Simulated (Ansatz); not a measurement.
Computed with Ansatz on PBE0-D4/def2-TZVP structures; ΔE is electronic, products minus reactants. CCSD(T)/CBS adds triple-zeta CCSD(T) − MP2 to the extrapolated MP2 energy (def2 sets, frozen cores). This one scheme is used for every species. Functionals use def2-TZVPP. def2 core potentials past Kr. For Sn outer-core shells are correlated without core-valence functions, which leaves a few kJ/mol of doubt a bond. One conformer a species, not always the lowest.

Consider the ligand exchange at the Sn–O bond: `[OH][SnH]([F])[O][SiH3]` + NH₃ → `[NH2][SnH]([OH])[F]` + silanol.

| level | ΔE (kJ/mol) |
| --- | --- |
| r2SCAN-D4 | 39.6 |
| CCSD/CBS(def2) | 41.6 |

Question: What does CCSD(T)/CBS give? (An estimate is asked.)

Answer: Ansatz gave: +41.9 kJ/mol. The listed levels differ from it by -2.3, -0.3 kJ/mol.

Largest T1 diagnostic among the species: 0.014.

In def2-TZVPP, CCSD(T) changes the Hartree–Fock value by −4.1 kJ/mol (the triples alone add +0.3 kJ/mol) and MP2 by −5.3 kJ/mol. From BLYP to BHLYP (50 % exact exchange), in def2-TZVPP and without D4, ΔE moves by +3.8 kJ/mol. Leaving LDA and LC-ωPBE aside and taking each functional with its dispersion term where it has one, the values, not all of them listed here, spread over 10.5 kJ/mol, from revPBE-D4 to B97M-V. LDA lies −3.3 kJ/mol from PBE without D4.

CCSD(T)/CBS has its own doubt, a few kJ/mol and more with outer-core shells, so smaller differences from it don't rank the levels.
